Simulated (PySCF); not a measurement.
## Dipole moment and polarisability of `CC(=S)S[SiH2]C[SiH3]`

C₃H₁₀S₂Si₂.
Atom-mapped SMILES: `[CH3:1][C:2](=[S:3])[S:4][SiH2:5][CH2:6][SiH3:7]` (hydrogens: H8, H9, H10 on C1; H11, H12 on Si5; H13, H14 on C6; H15, H16, H17 on Si7)

Structure used (GFN2-xTB), in Å, numbered top down from 1:
```
atom  x, y, z in Å
C1    -3.490    0.784    0.551
C2    -2.300    0.382   -0.248
S3    -2.429   -0.575   -1.571
S4    -0.783    0.959    0.327
Si5    0.524   -0.034   -1.139
C6     2.263    0.489   -0.609
Si7    2.836   -0.071    1.124
H8    -3.553    0.154    1.441
H9    -3.401    1.817    0.884
H10   -4.398    0.651   -0.032
H11    0.299   -1.460   -0.953
H12    0.152    0.522   -2.434
H13    2.956    0.096   -1.351
H14    2.346    1.575   -0.663
H15    2.794   -1.533    1.193
H16    4.211    0.393    1.322
H17    1.968    0.513    2.147
```

Level: B3LYP/def2-SVPD (PySCF), static field, nuclei fixed, core orbitals frozen in the response. The polarisability tensor in these axes (au):

```
x   170.31   4.19  11.40
y     4.19 109.03  13.87
z    11.40  13.87 127.78
```

Q: What are the eigenvalues, a third of the trace, and Δα (Δα² = ½Σ(αi − αj)² over the three pairs)?

A: Principal values 101.62, 131.43 and 174.06 au; mean 135.71 au = 20.11 Å³ = 22.37 × 10⁻⁴⁰ C²·m²/J; Δα = 63.06 au (46 % of the mean).

Q: What is the dipole moment, and where does it point?

A: (1.05, 0.89, 0.70) D, 1.54 D in size, pointing from the negative to the positive side. Measured along this direction, the outermost atoms are S3 and H10 at the negative end and H16 at the positive end.

Q: Sum over states: ᾱ = Σ f/ω², ω in Eh. What share falls to these 8 lowest TDDFT singlets (eV, f)? 2.76, 0.0001; 4.52, 0.1462; 4.79, 0.0185; 5.31, 0.0007; 5.40, 0.0073; 5.42, 0.0016; 5.83, 0.0042; 5.95, 0.0117.

A: They add up to 6.49 au, 4.8 % of the 135.71 au; the largest single term is 5.31 au, from the state at 4.52 eV. Terms in order: 0.01, 5.31, 0.60, 0.02, 0.19, 0.04, 0.09, 0.25 au. Higher excitations give the rest. The strengths listed sum to 0.190.

Q: Give the principal axes and the span of the nuclei along them.

A: Largest value along (0.96, 0.12, 0.27), where the nuclei span 8.56 Å; middle along (-0.30, 0.46, 0.84), 4.54 Å; least along (0.03, 0.88, -0.48), 3.60 Å. The response follows the extents in order.

Q: Give the eigenvalues of the traceless quadrupole moment Θ = ½Σq(3rr − r²1), origin at the centre of nuclear charge.

A: -11.65, -1.30, 12.95 D·Å. The values depend on the origin, since the dipole doesn't vanish. The electronic extent ⟨r²⟩ about the same centre is 2198 bohr², a root-mean-square distance of 2.64 Å for the 88 electrons.

Q: Rayleigh depolarisation ratio (linearly polarised light, static tensor)?

A: ρ = 3Δα²/(45ᾱ² + 4Δα²) = 11931.1/(828723 + 15908.2) = 0.0141.

Geometry: GFN2-xTB, one conformer, isolated molecule.

These values come from a run that also computed excited states. The run took 55 s wall on one thread, Arm Neoverse V2 (aarch64) (shared host), and the process peaked at 0.91 GiB of memory.
